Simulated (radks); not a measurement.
Values are calculated unless marked as measured or tabulated.
Initial-state core-level shifts of the iridium ion Ir2+ when its valence configuration changes from [Xe] 4f14 5d7. Level of theory: scalar-relativistic Kohn-Sham, PBE, spin-unpolarised, spherical densities, finite nucleus; Fermi nuclear charge, rms radius 5.4032 fm (a radial shooting solver on a logarithmic mesh with Libxc functionals). Shifts are changes of the shell-averaged eigenvalues in eV (positive: less bound); the change of the density at the nucleus, which sets a Mossbauer isomer shift, is in e/bohr^3, on a base of 1.948e+06.

| valence | 1s | 4s | 5s | 5p | density at nucleus |
|---|---|---|---|---|---|
| 4f14 5d6 6s1 | -3.540 | -3.600 | -3.417 | -3.184 | +175.3 |
| 4f14 5d5 6s2 | -7.301 | -7.407 | -6.983 | -6.490 | +374.7 |
| 4f13 5d7 6p1 | -16.877 | -17.884 | -9.483 | -8.112 | +126.6 |
| 4f14 5d5 6s1 6p1 | -8.888 | -8.984 | -8.538 | -8.021 | +204.4 |
| 4f14 5d5 6p2 | -10.433 | -10.519 | -10.052 | -9.508 | +25.7 |
| 4f14 5d3 6s2 6p2 | -18.483 | -18.610 | -17.429 | -16.265 | +472.1 |
| 4f12 5d7 6p2 | -34.744 | -36.603 | -19.231 | -16.459 | +263.7 |
| 4f12 5d9 | -23.586 | -25.389 | -8.605 | -6.370 | +236.0 |
| 4f13 5d7 6s1 | -15.277 | -16.294 | -7.903 | -6.546 | +296.3 |
